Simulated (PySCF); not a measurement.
# How methods differ on the ionisation energy of Pt(67+)

Pt(67+) [Ne] 3s1 (2S) → Pt(68+) [Ne] (1S), as a difference of total energies. Calculation: PySCF 2.14, in an even-tempered Gaussian basis (17 s from 20 bohr⁻², ratio 2.5; 12 p from 26 bohr⁻², ratio 2.5; 4 d from 95 bohr⁻², ratio 2.7; 4 f from 140 bohr⁻², ratio 2.7); the spin-free X2C one-electron Hamiltonian (Gaussian nucleus). Correlated levels: outer shells: 1s2 frozen; virtual orbitals above 40 to 60 times the deepest correlated orbital energy dropped. The calculations carry no spin-orbit coupling.

```tsv
method	ionisation energy (eV)
UHF	8106.5
MP2 (outer shells)	8107.3
SCS-MP2 (outer shells)	8107.2
CCSD (outer shells)	8107.3
CCSD(T) (outer shells)	8107.3
```

Breit and QED terms and the two-electron picture change are absent.

For comparison: 8100 ± 40 eV (theoretical estimate listed by NIST; NIST Atomic Spectra Database, ionization energies).
